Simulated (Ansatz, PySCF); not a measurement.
Caution: the highest occupied level lies above zero, so the state may not be bound. This triplet lies 0.26 eV below the relaxed singlet at the level frozen-core CCSD(T)/aug-cc-pVTZ // PBE0-D3(BJ)/def2-TZVPD (Ansatz, a quantum-chemistry and plane-wave program).

```xyz
6

B      1.4159     0.4344    -0.0662
Si    -0.4619     0.0097     0.0244
H      2.4926    -0.0941    -0.1326
H     -0.9789    -0.8114     1.2027
H     -1.3643     1.2210     0.0992
H     -1.1033    -0.7596    -1.1275
```

Charge -1, multiplicity 3.

Problem. Give the Mulliken and meta-Löwdin atomic charges from PBE0-D3(BJ)/def2-TZVPD run with PySCF 2.14.0.

Solution. 
```
atom  Mulliken (e)  meta-Löwdin (e)
----  ------------  ---------------
B1           -0.41            -0.74
Si2          -0.35             0.23
H3            0.01            -0.02
H4           -0.08            -0.17
H5           -0.08            -0.14
H6           -0.08            -0.17
```
